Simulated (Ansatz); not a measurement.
`[NH]1[AlH][S][InH][SiH2]1`. Charge 0, multiplicity 1. In takes the def2 core potential.

Z-matrix (Å, degrees):
```
Al
S 1 2.168
In 1 3.381 2 45.8
N 1 1.794 2 118.5 3 -0.2
H 1 1.578 2 123.2 3 179.8
Si 3 2.561 1 61.8 2 -179.7
H 3 1.711 1 153.3 2 0.4
H 4 1.012 1 117.5 2 -179.9
H 6 1.493 3 112.6 1 -120.2
H 6 1.493 3 112.5 1 119.9
```

(1) What are the harmonic wavenumbers in cm⁻¹ at PBE0-D4/def2-TZVP (Ansatz, finite differences of forces, unscaled)? (An estimate is asked.)

(2) Is this a minimum?

(3) Give the ideal-gas thermochemistry at 298.15 K and 1 bar (rigid rotor, harmonic oscillator; point group Cs, symmetry number 1).

(4) And at 400, 500, 600, 800 and 1000 K?

Results:

(1) The calculation gave: 74, 141, 157, 265, 315, 343, 344, 423, 454, 461, 505, 508, 589, 674, 717, 825, 905, 964, 1101, 1843, 1953, 2177, 2180, 3584.

(2) Yes, all 24 modes are real.

(3) Zero-point energy 128.6 kJ/mol; H(298) − E = 153.0 kJ/mol; entropy 383.7 J/(mol·K), of which translation 176.2, rotation 123.5, vibration 84.0; G(298) − E = 38.6 kJ/mol. Modes under 100 cm⁻¹ are hindered rotations or soft bends, so the harmonic entropy is rough.

(4) 
| T (K) | H − E (kJ/mol) | S (J/mol/K) | G − E (kJ/mol) |
| --- | --- | --- | --- |
| 400 | 167.5 | 425.3 | -2.6 |
| 500 | 183.4 | 460.7 | -47.0 |
| 600 | 200.4 | 491.8 | -94.6 |
| 800 | 237.2 | 544.5 | -198.4 |
| 1000 | 276.4 | 588.2 | -311.8 |
